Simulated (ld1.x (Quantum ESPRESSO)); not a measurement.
# Configuration tests for ruthenium (Ru) (PAW)

* Element: Ru (Z = 44)
* Generator: ld1.x (Quantum ESPRESSO) 7.5
* Type: PAW
* Functional: PBE
* Relativity: scalar-relativistic
* Frozen core: [Ar] 3d10
* Valence charge: 16
* Reference configuration: 4s2 4p6 4d7 5s0.5 5p0.5
* Partial waves: 4s (bound): rcut 1.30, rcutus 1.55 bohr; 5s (bound): rcut 1.30, rcutus 1.55 bohr; 4p (bound): rcut 1.50, rcutus 1.65 bohr; 5p (bound): rcut 1.50, rcutus 1.65 bohr; 4d (bound): rcut 1.65, rcutus 2.25 bohr; 4d channel at 0.6 Ry: rcut 1.65, rcutus 2.25 bohr
* Local potential: all-electron potential smoothed inside 1.40 bohr (lloc = -1)
* Core correction: a·sin(br)/r model core, default radius (core density twice the valence density)
* Augmentation charge: BESSEL, radius 0.90 bohr

Energies are relative to the spin-unpolarised reference configuration 4s2 4p6 4d7 5s0.5 5p0.5; without spin polarisation the order of configurations can differ from experiment. The frozen-core shift is the all-electron ΔE with the core orbitals held at their reference shape minus the fully relaxed ΔE.

Its overlap operator is not positive definite in a basis up to 400 Ry (lowest eigenvalue s -0.37, d -0.15), so the file is unfit for use: the generalised eigenproblem breaks down once the basis is large enough, and its test numbers describe a broken file.

```
valence configuration  charge  ΔE all-electron (eV)  error AE − PS (meV)  frozen-core shift (meV)
  4s2 4p6 4d7 5s1 5p0       0                -1.694                 +0.1                     -0.4
  4s2 4p6 4d7 5s0 5p0      +1                 5.598                 -2.9                     +1.3
  4s2 4p6 4d6 5s0 5p0      +2                23.785                 -7.3                     -0.3
  4s2 4p6 4d7 5s0 5p1       0                 1.767                 -0.5                     +0.4
  4s2 4p5 4d7 5s1 5p0      +1                50.696                  -99                      +22
  4s1 4p6 4d7 5s1 5p0      +1                80.996                 -149                      +23
  4s2 4p6 4d6 5s1 5p1       0                 3.959                  -17                     -3.3
```

Levels in the configuration 4s2 4p5 4d7 5s1 5p0:

| level | all-electron (eV) | pseudo (eV) |
| --- | --- | --- |
| 4s | -89.136 | -89.304 |
| 4p | -58.870 | -58.992 |
| 4d | -16.318 | -16.260 |
| 5s | -11.938 | -11.945 |

A variational frozen-core shift is positive and of second order in the change. This column holds negative values, so the frozen-core run of ld1.x carries numerical noise or an error of first order here, and the column gives no more than the rough size of the effect.

The ghost test of this file was not conclusive.
